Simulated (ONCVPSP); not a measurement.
LDA (Perdew-Zunger) ONCV dataset for gold, fully relativistic all-electron reference.

ONCVPSP 4.0.1 input, shortened (lines: element, Z, core and valence counts, functional; n l f; lmax; l rc ep ncon nbas qcut; lloc lpopt rc5 dvloc0; l nproj debl; icmod fcfact rcfact), LDA (Perdew-Zunger), fully relativistic:

```
  Au 79.00   10    3        3      upf
    1    0    2.00
    2    0    2.00
    2    1    6.00
    3    0    2.00
    3    1    6.00
    3    2   10.00
    4    0    2.00
    4    1    6.00
    4    2   10.00
    4    3   14.00
    5    0    2.00
    5    1    6.00
    5    2    8.00
    3
    0    1.60    0.00    4    7    6.20
    1    1.50    0.00    4    9    8.10
    2    1.90    0.00    4    8    9.60
    3    1.95    0.30    4    9    5.80
    4    5    1.20    0.00
    0    2    3.50
    1    2    0.90
    2    3    3.90
    3    2    2.90
    1    0.15    0.00
```

Open shells are filled in proportion to 2j + 1.

In the s channel the program set the typed energies aside and used -5.320, 0.050 Ha. In the p channel the program set the typed energies aside and used -3.357, 0.250 Ha (j = l + 1/2; the other j can differ).

* Cutoffs needed: 24 Ha and 41 Ha (the cutoffs (Ha) at which the residual kinetic energy of the hardest occupied pseudo-wave falls to 1 and 0.1 mHa per electron)
* Ghost test: no bound ghost flagged; GHOST(+) flagged for s at 137.1 eV, f5/2 at 344.7 eV
* Largest excitation error: -6.9 meV (all-electron minus pseudo) for 5s2 5p6 5d10, out of 4 test configurations
* rms error of d²Exc/dni dnj: 14.28 mHa without and 4.46 mHa with the model core
